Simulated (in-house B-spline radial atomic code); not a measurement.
Relativistic effects in In4+, [Kr] 4d9: non-relativistic Hartree-Fock (point nucleus) against Dirac-Hartree-Fock (Fermi nucleus of rms radius 4.6156 fm), both averages of the configuration, computed with an all-electron radial atomic-structure program (B-spline basis).

```json
{"orbital": "1s1/2", "ε NR (Eh)": "-999.6", "ε Dirac (Eh)": "-1034.6", "<r> NR (bohr)": "0.03105", "<r> Dirac (bohr)": "0.02971", "change of <r> (%)": "-4.3"}
{"orbital": "2s1/2", "ε NR (Eh)": "-151.19", "ε Dirac (Eh)": "-159.75", "<r> NR (bohr)": "0.1341", "<r> Dirac (bohr)": "0.1279", "change of <r> (%)": "-4.6"}
{"orbital": "2p1/2", "ε NR (Eh)": "-140.97", "ε Dirac (Eh)": "?", "<r> NR (bohr)": "0.1147", "<r> Dirac (bohr)": "?", "change of <r> (%)": "?"}
{"orbital": "2p3/2", "ε NR (Eh)": "-140.97", "ε Dirac (Eh)": "-140.86", "<r> NR (bohr)": "0.1147", "<r> Dirac (bohr)": "0.1138", "change of <r> (%)": "-0.8"}
{"orbital": "3s1/2", "ε NR (Eh)": "-31.407", "ε Dirac (Eh)": "-33.205", "<r> NR (bohr)": "0.3595", "<r> Dirac (bohr)": "0.3464", "change of <r> (%)": "-3.6"}
{"orbital": "3p1/2", "ε NR (Eh)": "-27.159", "ε Dirac (Eh)": "?", "<r> NR (bohr)": "0.3513", "<r> Dirac (bohr)": "?", "change of <r> (%)": "?"}
{"orbital": "3p3/2", "ε NR (Eh)": "-27.159", "ε Dirac (Eh)": "-27.233", "<r> NR (bohr)": "0.3513", "<r> Dirac (bohr)": "0.3488", "change of <r> (%)": "-0.7"}
{"orbital": "3d3/2", "ε NR (Eh)": "-19.375", "ε Dirac (Eh)": "-19.317", "<r> NR (bohr)": "0.3235", "<r> Dirac (bohr)": "0.3214", "change of <r> (%)": "-0.6"}
{"orbital": "3d5/2", "ε NR (Eh)": "-19.375", "ε Dirac (Eh)": "-19.025", "<r> NR (bohr)": "0.3235", "<r> Dirac (bohr)": "0.3249", "change of <r> (%)": "+0.4"}
{"orbital": "4s1/2", "ε NR (Eh)": "-6.698", "ε Dirac (Eh)": "-7.0546", "<r> NR (bohr)": "0.8764", "<r> Dirac (bohr)": "0.8487", "change of <r> (%)": "-3.2"}
{"orbital": "4p1/2", "ε NR (Eh)": "-5.2181", "ε Dirac (Eh)": "-5.4899", "<r> NR (bohr)": "0.9281", "<r> Dirac (bohr)": "0.8981", "change of <r> (%)": "-3.2"}
{"orbital": "4p3/2", "ε NR (Eh)": "-5.2181", "ε Dirac (Eh)": "-5.2302", "<r> NR (bohr)": "0.9281", "<r> Dirac (bohr)": "0.9243", "change of <r> (%)": "-0.4"}
{"orbital": "4d3/2", "ε NR (Eh)": "-2.7639", "ε Dirac (Eh)": "-2.7528", "<r> NR (bohr)": "1.098", "<r> Dirac (bohr)": "1.098", "change of <r> (%)": "-0.1"}
{"orbital": "4d5/2", "ε NR (Eh)": "-2.7639", "ε Dirac (Eh)": "-2.716", "<r> NR (bohr)": "1.098", "<r> Dirac (bohr)": "1.11", "change of <r> (%)": "+1.1"}
```

Question: What happens to 2p1/2?

Answer: Its energy goes to -148.64 hartree and <r> to 0.1086 bohr (-5.35 %).

Question: What happens to 3p1/2?

Answer: Its energy goes to -28.682 hartree and <r> to 0.3381 bohr (-3.75 %).

Question: What explains the pattern of contraction and expansion?

Answer: Expansion is seen in 3d5/2, 4d5/2. The s and p1/2 orbitals contract directly, screen the nucleus better, and so push out orbitals that have little density near the nucleus; spin-orbit coupling adds to this for j = l + 1/2 and opposes it for j = l - 1/2.

Question: By how much does the total energy change?

Answer: By -140.23 hartree, from -5736.402 to -5876.629.
